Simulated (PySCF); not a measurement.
# Telling isomers of C5H9ClSi2 apart by NMR

In vacuum, single conformer, averaged over atoms made equivalent by symmetry, fast rotation or ring inversion, non-relativistic Hamiltonian. GFN2-xTB geometry; σ from GIAO-PBE0/pcSseg-1; PySCF 2.14.

Chemical shifts δ = σref − σ; ¹H (σ = 31.72 ppm) and ¹³C (σ = 186.93 ppm) vs TMS, all at this level. Where no couplings were computed, multiplicities follow the n + 1 count of equivalent neighbours, and m marks all less simple cases (inequivalent or close neighbours, rings, F or P nearby). Shifts are as computed. Against solution values, carbons near 30 ppm lie about +3 ppm off and those near 130 ppm about +5 ppm. Of 1313 compounds with measured shifts, 239 miss one by over three times the rms of a fit or turn the order of signals round; such compounds aren't used in these exercises.

(1) Tabulate the signals of `CC1=C[SiH2]C=C[Si@@H]1Cl`, `[SiH3]C[Si]1(Cl)C=CC=C1` and their relative energies.

(2) What is the quickest way to tell CC1=C[SiH2]C=C[Si@@H]1Cl from [SiH3]C[Si]1(Cl)C=CC=C1?

## Answers

(1) 
| SMILES | carbon types | δC | δH | E rel. (kcal/mol) |
| --- | --- | --- | --- | --- |
| CC1=C[SiH2]C=C[Si@@H]1Cl | 1×C 3×CH 1×CH3 | 166.2, 155.8, 154.7, 142.8, 31.8 | 7.45 (m, 1H), 7.38 (m, 1H), 6.92 (m, 1H), 5.37 (m, 1H), 4.61 (m, 1H), 4.57 (m, 1H), 2.28 (s, 3H) | 0.0 |
| [SiH3]C[Si]1(Cl)C=CC=C1 | 4×CH 1×CH2 | 153.6, 137.6, -5.1 | 7.09 (m, 2H), 6.00 (d, 2H), 4.13 (t, 3H), 0.09 (q, 2H) | 0.3 |

Energies are electronic energies at PBE0/pcSseg-1 on these geometries, without zero-point or thermal terms, each for the one conformer computed, which needn't be the lowest.

(2) Count the carbon signals: 5 against 3. The first has a fully substituted alkene carbon (C) at 166.2 ppm, the second an sp3 CH2 bonded to 2 Si at -5.1 ppm. Their most deshielded carbons lie at 166.2 and 153.6 ppm.
